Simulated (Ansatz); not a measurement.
The lowest singlet and triplet of C6H4 (SMILES [c]1cc[c]cc1); geometries from B3LYP-D3(BJ)/def2-TZVP, each state relaxed from the structure named, with no frequency check, low spin by broken symmetry.
Singlet (charge 0, multiplicity 1):
```xyz
10

C     -0.053     1.331    -0.043
C      1.186     0.756    -0.037
C      1.242    -0.660     0.009
C      0.053    -1.331     0.043
C     -1.186    -0.756     0.037
C     -1.242     0.660    -0.009
H      2.106     1.326    -0.064
H      2.205    -1.156     0.016
H     -2.106    -1.326     0.064
H     -2.205     1.156    -0.016
```
Triplet (charge 0, multiplicity 3):
```xyz
10

C     -0.052     1.313    -0.043
C      1.200     0.749    -0.037
C      1.256    -0.653     0.009
C      0.052    -1.313     0.043
C     -1.200    -0.749     0.037
C     -1.256     0.653    -0.009
H      2.105     1.345    -0.065
H      2.205    -1.175     0.017
H     -2.105    -1.345     0.065
H     -2.205     1.175    -0.017
```

A positive gap puts the triplet lower; no zero-point energy. R- takes a restricted singlet, here one determinant of a half-filled degenerate or near-degenerate pair, which mixes singlet states. The triplet is unrestricted in single-reference levels. Active spaces average the two states.

Cores are frozen in the correlated methods.

Codes used: Ansatz (an electronic-structure program) with Gaussian orbitals. 

Task: Estimate the gap E(singlet) − E(triplet), adiabatic that R-HF/cc-pVTZ returns for this input.

Result: 3.87 eV

Task: Predict the gap E(singlet) − E(triplet), adiabatic from R-MP2/cc-pVTZ.

Result: -1.84 eV

Task: Estimate the gap E(singlet) − E(triplet), adiabatic that FIC-MRCISD+Q on SA-CASSCF(2,2)/cc-pVTZ returns for this input.

Result: -0.08 eV

Doubts at one or more of the structures used: a restricted determinant that unrestricted orbitals would lower (R-HF/cc-pVTZ, R-MP2/cc-pVTZ); a spin-contaminated determinant (R-HF/cc-pVTZ, R-MP2/cc-pVTZ).
